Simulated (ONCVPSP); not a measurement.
## What one change does to a pseudopotential (Ta (Z = 73), ONCV)

ONCVPSP 4.0.1 input, shortened (lines: element, Z, core and valence counts, functional; n l f; lmax; l rc ep ncon nbas qcut; lloc lpopt rc5 dvloc0; l nproj debl; icmod fcfact rcfact), PBE, fully relativistic:

```
  Ta 73.00   12    3        4      upf
    1    0    2.00
    2    0    2.00
    2    1    6.00
    3    0    2.00
    3    1    6.00
    3    2   10.00
    4    0    2.00
    4    1    6.00
    4    2   10.00
    4    3   14.00
    5    0    2.00
    5    1    6.00
    5    2    3.00
    6    0    1.75
    6    1    0.25
    2
    0    2.75    0.00    4    8    2.40
    1    3.60    0.00    3    6    2.10
    2    2.25    0.00    5   10    6.80
    4    4    2.15    4.00
    0    3    0.40
    1    2    2.10
    2    3    0.80
    4    0.70    0.00
```

Open shells are filled in proportion to 2j + 1.

Change: d: nproj 1.

Cutoffs: the cutoffs (Ha) at which the residual kinetic energy of the hardest occupied pseudo-wave falls to 1 and 0.1 mHa per electron; they do not see the model core or the augmentation charge, which bear on the density cutoff. Errors are all-electron minus pseudo energies relative to the spin-unpolarised reference configuration.

**Question.** How do hardness, ghosts and transferability respond?

**Answer.** The potential gets neither clearly harder nor softer (14 Ha and 17 Ha → 14 Ha and 17 Ha); both files keep a bound ghost (s); the errors of the 4 common tests hardly move; the range in which the d5/2 phases agree narrows (upper end at the end of the scan → 1.2); the range in which the d3/2 phases agree narrows (upper end at the end of the scan → 1.1).

```csv
quantity,base,changed
"cutoff, loose",14 Ha,14 Ha
"cutoff, tight",17 Ha,17 Ha
bound ghosts,s,s
GHOST(+) flags under 300 eV,none,none
"error for 5d3 6s2 6p0, meV [ΔE -1.01 eV]",-1.0,-1.0
"error for 5d3 6s1 6p0, meV [ΔE 7.46 eV]",-64,-64
"error for 5d3 6s0 6p0, meV [ΔE 22.43 eV]",-386,-386
"error for 5d3.5 6s1.5 6p0, meV [ΔE -0.03 eV]",-12,-13
s: phases at 2.78 bohr within 0.05 rad from the reference energy up to (Ha; the scan ends near 5),to the end of the scan,to the end of the scan
p3/2: phases at 3.64 bohr within 0.05 rad from the reference energy up to (Ha; the scan ends near 5),n/a,n/a
p1/2: phases at 3.64 bohr within 0.05 rad from the reference energy up to (Ha; the scan ends near 5),1.1,1.1
d5/2: phases at 2.29 bohr within 0.05 rad from the reference energy up to (Ha; the scan ends near 5),to the end of the scan,1.2
d3/2: phases at 2.29 bohr within 0.05 rad from the reference energy up to (Ha; the scan ends near 5),to the end of the scan,1.1
"rms error of d²Exc/dni dnj with the model core, mHa",1.06,1.06
```

 A true bound ghost makes a file unfit for plane-wave use even where its test errors are small: the radial tests pick states by their node count and pass the ghost by.
